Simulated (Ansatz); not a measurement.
C₆H₁₄Se, charge -1, doublet, at the geometry of the source list (a state made from the parent by changing its charge; the spin is typed, not shown lowest) (a gas-phase anion, which may not be bound at this level). Base run: B3LYP/STO-3G (Ansatz, a first-principles code).

Geometry (Å):
```xyz
21

C      1.9989     1.0612     0.2419
C      1.5044    -0.3729     0.2833
C      2.6127    -1.3621    -0.0385
Se     0.0122    -0.6659    -1.0262
C     -1.5394    -0.0059     0.0645
C     -1.8474     1.4475    -0.2460
C     -2.7391    -0.8990    -0.2026
H      2.4085     1.2902    -0.7406
H      2.7817     1.2056     0.9854
H      1.1947     1.7617     0.4542
H      1.0681    -0.5989     1.2619
H      2.2488    -2.3853     0.0417
H      3.4449    -1.2291     0.6526
H      2.9770    -1.2051    -1.0549
H     -1.2106    -0.1168     1.1031
H     -1.0000     2.0904    -0.0232
H     -2.0971     1.5616    -1.2993
H     -2.6966     1.7806     0.3482
H     -2.4956    -1.9420    -0.0088
H     -3.0583    -0.8056    -1.2393
H     -3.5678    -0.6101     0.4426
```
Charge -1, spin multiplicity 2.
Orbitals are unrestricted.
All else is at Ansatz's defaults.

The base run was repeated with changes; each row names its change, and settings that it needs were set with it.

| change | E (Eh) | <S^2> | core-seconds (rough) |
|---|---|---|---|
| base | -2608.85743 | 0.754 | 6 |
| functional = pbe0 | -2608.38999 | 0.755 | 7 |
| functional = blyp | -2608.54279 | 0.751 | 7 |
| functional = BHLYP | -2608.82211 | 0.761 | 10 |
| functional = revpbe | -2608.58793 | 0.751 | 7 |
| functional = B97M-V | -2608.71003 | 0.753 | 50 |
| functional = wB97M-V | -2608.89263 | 0.755 | 30 |
| functional = blyp; dispersion = d3bjatm | -2608.58436 | 0.751 | 8 |
| functional = hse06 | -2608.37235 | 0.754 | 10 |
| functional = cam_b3lyp | -2608.76571 | 0.757 | 9 |
| functional = wB97X | -2608.91634 | 0.758 | 30 |
| functional = pbe0; dispersion = d4 | -2608.40772 | 0.755 | 8 |
| functional = pbe | -2608.10172 | 0.751 | 8 |

Totals shift with the method and basis; they matter in differences.

A gas-phase anion may not be bound at this level; its values then depend on the basis.
